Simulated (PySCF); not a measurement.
# EPR parameters of C6H8NO

Species: C6H8NO (doublet state).
Numbering: `[CH:1]1[NH:2][CH:3]=[C:4]([CH:5]2[CH2:6][CH2:7]2)[O:8]1` (hydrogens: H9 on C1; H10 on N2; H11 on C3; H12 on C5; H13, H14 on C6; H15, H16 on C7)

Structure used (GFN2-xTB), in Å, numbered top down from 1:
```xyz
16
C6H8NO angstrom
C      2.5849    0.1683    0.8397
N      2.4339   -0.2209   -0.5133
C      1.0777   -0.3529   -0.7439
C      0.4179    0.1085    0.3387
C     -1.0112    0.2649    0.6231
C     -2.0040   -0.7326    0.0863
C     -1.9664    0.6494   -0.4766
O      1.3032    0.4843    1.3066
H      3.3158    0.9438    1.0445
H      3.1174   -0.8136   -0.9542
H      0.6992   -0.7265   -1.6728
H     -1.1904    0.6720    1.6095
H     -2.8334   -1.0110    0.7180
H     -1.6226   -1.5411   -0.5176
H     -1.5600    0.7883   -1.4664
H     -2.7694    1.3279   -0.2329
```

The hyperfine couplings belong to this conformer and change with its torsions.

The calculation used UKS B3LYP, pcH-1 on C H N O, non-relativistic, mean-field spin-orbit, GIAO (PySCF 2.14.0). Isolated species at its GFN2-xTB geometry (one conformer only). A GFN2-xTB geometry isn't a minimum of the functional, and hyperfine couplings can be far from their values at a DFT geometry. The SCF solution wasn't tested for stability.

| Property | Result |
| --- | --- |
| g1, g2, g3 | 2.00199, 2.00395, 2.00407 |
| g_iso | 2.00334 |
| Form of g | close to axial: the two nearest values differ by 6 % of g3 − g1 |
| ⟨S²⟩ | 0.7542 (exact 0.7500) |
| α and β electrons | 30, 29 |
| HOMO–LUMO gap, α and β orbitals | 4.10, 5.42 eV |
| Total energy | -363.33216 Eh |

Hyperfine couplings atom by atom, in MHz; T1 to T3 are the principal values of the dipolar part; ρ(0) is the spin density at the nucleus:

```tsv
atom	isotope	a_iso	T1	T2	T3	Mulliken spin population	ρ(0) (bohr⁻³)
C1	13C	225.0	-57.9	-56.2	114.1	0.66	0.2001
N2	14N	5.9	-12.8	-12.4	25.2	0.16	0.0184
C3	13C	-8.2	-1.2	-0.5	1.7	0.00	-0.0073
C4	13C	2.0	-3.6	-1.8	5.4	0.04	0.0018
C5	13C	-1.8	-0.5	-0.4	0.9	0.00	-0.0016
C6	13C	1.7	-0.3	-0.2	0.6	0.00	0.0015
C7	13C	5.0	-0.5	-0.4	0.8	0.00	0.0044
O8	17O	-30.8	-64.1	31.1	33.0	0.12	0.0508
H9	1H	97.0	-23.2	-5.1	28.2	0.02	0.0217
H10	1H	21.9	-14.7	-7.3	22.0	0.00	0.0049
H11	1H	0.4	-2.6	-1.7	4.2	0.00	0.0001
H12	1H	-0.4	-1.6	-1.5	3.1	0.00	-0.0001
H13	1H	0.3	-0.6	-0.5	1.1	0.00	0.0001
H14	1H	-0.2	-0.9	-0.8	1.7	0.00	0.0000
H15	1H	0.0	-1.0	-0.6	1.6	0.00	0.0000
H16	1H	1.4	-0.6	-0.5	1.1	0.00	0.0003
```

Largest spin populations (Mulliken): C1 (+0.66), N2 (+0.16) and O8 (+0.12). The angles at C1 add up to 336.2°, so it is pyramidal.

Axes: g3 points within 12° of the C1–N2 bond.

Under fast tumbling the dipolar parts average out, and these isotropic splittings remain: 1 × 1H (H9, I = 1/2, 2 lines) with 3.46 mT, 1 × 1H (H10, I = 1/2, 2 lines) with 0.78 mT, 1 × 14N (N2, I = 1, 3 lines) with 0.21 mT and 2 × 1H (H13/H16, I = 1/2, 3 lines) with 0.03 mT.

Class means assume fast exchange of nuclei equivalent by connectivity; if that motion is slow, each nucleus keeps its own coupling.

The 13C coupling of C1 (225.0 MHz) shows only in satellite lines or after enrichment, since that isotope makes up about 1.07 % of natural carbon.

The 17O coupling of O8 (-30.8 MHz) shows only in satellite lines or after enrichment, since that isotope makes up about 0.038 % of natural oxygen.

The spin density at the nucleus, in bohr⁻³, is negative for C3 (-0.0073) and C5 (-0.0016), for instance. A restricted open-shell determinant has no negative spin density anywhere; here it arises because α and β orbitals differ (spin polarisation).
